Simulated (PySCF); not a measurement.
Species: C₂H₃BrCl₂.
SMILES: `CC(Cl)(Cl)Br`

Computed, not measured: MP2 and CCSD/aug-cc-pVDZ in PySCF, restricted Hartree–Fock reference, 21 core orbitals frozen, non-relativistic, gas phase, PBE0-D3(BJ)/def2-SVP geometry.

E(HF) = -3568.87429 Eh.

Task: How large is the problem?

Result: 163 basis functions and 84 electrons; 21 orbitals frozen, which leaves o = 21 correlated occupied and v = 121 virtual orbitals. That is o·v = 2541 singles and o·v(o·v + 1)/2 = 3229611 distinct closed-shell doubles amplitudes before symmetry; the costliest CCSD step grows as o²v⁴ = 9.5 × 10^10.

Task: What are the MP2 and CCSD correlation energies?

Result: MP2 -0.7424 Eh and CCSD -0.7867 Eh, which gives totals of -3569.61668 and -3569.66095 Eh. That is 0.510 eV for each correlated electron at CCSD (2065 kJ/mol in all, 0.022 % of the total energy); MP2 gives 94.4 % of the CCSD value.

Task: What is the T1 diagnostic?

Result: 0.0091, below the customary warning level of 0.02. It is the norm of the spatial-orbital singles amplitudes over the root of the number of correlated electrons, so the norm is 0.059.

Task: How does correlation change the dipole moment?

Result: HF gives 1.91 D and CCSD (unrelaxed density) 1.69 D, a change of -0.22 D.

Connected triples and the basis-set limit are missing.

The job also held the EOM ionisation roots. Hardware: one thread, Arm Neoverse V2 (aarch64), no GPU, shared host with 32 logical CPUs at a one-minute load of 11. Cost: 6.8 min, 2.9 GiB resident at most.
